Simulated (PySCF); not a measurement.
Species: C7H9FOSi.
Z-matrix (Å and degrees, PBE0-D3(BJ)/def2-SVP geometry), rows numbered from 1:
```
F 
C   1  1.3693
C   2  1.5029  1  111.62
C   3  1.3928  2  121.17  1     1.40
C   4  1.3945  3  120.83  2   179.94
C   5  1.3968  4  120.18  3     0.02
O   6  1.3523  5  122.95  4   179.96
Si  7  1.6780  6  128.63  5     0.14
C   6  1.4001  5  119.33  4    -0.02
C   9  1.3881  6  119.97  5     0.00
H   2  1.1049  1  108.30  3   121.80
H   2  1.1048  1  108.28  3  -121.76
H   4  1.0910  3  119.13  2    -0.08
H   5  1.0937  4  119.52  3   179.97
H   8  1.4933  7  110.65  6   -60.68
H   8  1.4852  7  104.98  6   179.85
H   8  1.4933  7  110.62  6    60.38
H   9  1.0914  6  118.54  5   179.96
H  10  1.0943  3  119.87  2     0.09
```

Level: PBE0/pcSseg-1 in PySCF, non-relativistic, on one gas-phase PBE0-D3(BJ)/def2-SVP geometry that isn't relaxed in the solvent. The solvent is an IEF-PCM continuum (Bondi radii, 1.10 Å for H, scaled by 1.2). Specific hydrogen bonds and non-electrostatic terms are outside this model.

Gas phase at PBE0/pcSseg-1: HOMO -6.62 eV, LUMO -0.43 eV, dipole 0.99 D.

**Question.** What does the continuum do to the energy, the frontier levels and the dipole at PBE0/pcSseg-1 in methanol and acetonitrile?

**Answer.** 
| solvent | ε | E(solvent) − E(gas) (kcal/mol) | polarisation term (kcal/mol) | distortion of the solute (kcal/mol) | HOMO (eV) | LUMO (eV) | dipole (D) |
| --- | --- | --- | --- | --- | --- | --- | --- |
| methanol | 32.61 | -4.72 | -5.36 | 0.64 | -6.64 | -0.44 | 1.06 |
| acetonitrile | 35.69 | -4.74 | -5.39 | 0.65 | -6.64 | -0.44 | 1.06 |

The polarisation term is half the interaction of the solute with the surface charges that it induces; the rest is the cost of distorting the solute's density. The sum is the electrostatic part of solvation alone. From methanol to acetonitrile the lowering changes by a factor 1.00, Onsager's factor (ε − 1)/(2ε + 1) by 1.00 and ε itself by 1.1.

**Question.** Which Hirshfeld charges (PBE0/pcSseg-1) respond most in acetonitrile (means over atoms taken as equivalent)?

**Answer.** 
```json
{"atoms": "F1", "environment": "alkyl fluorine", "gas (e)": "-0.104", "solvent (e)": "-0.118", "change": "-0.014"}
{"atoms": "H11/H12", "environment": "methylene hydrogen", "gas (e)": "+0.047", "solvent (e)": "+0.056", "change": "+0.009"}
{"atoms": "C6", "environment": "aromatic carbon bearing oxygen", "gas (e)": "+0.075", "solvent (e)": "+0.066", "change": "-0.009"}
{"atoms": "O7", "environment": "silyl ether oxygen", "gas (e)": "-0.199", "solvent (e)": "-0.207", "change": "-0.008"}
{"atoms": "H13/H19", "environment": "aromatic hydrogen", "gas (e)": "+0.048", "solvent (e)": "+0.054", "change": "+0.006"}
{"atoms": "C5/C9", "environment": "aromatic CH carbon", "gas (e)": "-0.069", "solvent (e)": "-0.075", "change": "-0.006"}
```

**Question.** Which Mayer bond orders change most in acetonitrile?

**Answer.** 
| bond | length (Å) | gas | solvent | change |
| --- | --- | --- | --- | --- |
| F1–C2 | 1.369 | 0.899 | 0.881 | -0.018 |
| C3–C4 | 1.393 | 1.429 | 1.411 | -0.018 |
| O7–Si8 | 1.678 | 0.887 | 0.872 | -0.015 |
| C6–C9 | 1.400 | 1.392 | 1.383 | -0.009 |
| C4–C5 | 1.395 | 1.430 | 1.436 | +0.006 |
| C2–C3 | 1.503 | 1.011 | 1.016 | +0.005 |
| Si8–H15 | 1.493 | 0.921 | 0.926 | +0.005 |
| Si8–H17 | 1.493 | 0.921 | 0.926 | +0.005 |
